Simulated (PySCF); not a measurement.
# Ionisation energy along the 6-electron series

Calculated with PySCF 2.14 and a two-component X2C-1e Hamiltonian (Gaussian nucleus, no Breit or QED terms), each ion in its own even-tempered basis scaled to its charge; GMP2 freezes nothing and drops the highest virtual spinors. Values in eV. NIST values: (m) measured, (s) semi-empirical, (t) theoretical.

```tsv
ion	configuration	GHF (spin-free)	GMP2 (spin-free)	GHF (screened spin-orbit)	GMP2 (screened spin-orbit)	NIST
Xe⁴⁸⁺	[He] 2s2 2p2	8761.6	8761.3	8980.3	8982.6	8971 ± 4 (t)
Ba⁵⁰⁺	[He] 2s2 2p2	9488.4	9488.1	9749.1	9751.4	9739 ± 4 (t)
```

**Question.** Fill in the row of Cs⁴⁹⁺.

**Answer.** configuration: [He] 2s2 2p2; GHF (spin-free): 9121.2; GMP2 (spin-free): 9120.9; GHF (screened spin-orbit): 9360.2; GMP2 (screened spin-orbit): 9362.5; NIST: 9350 ± 4 (t).
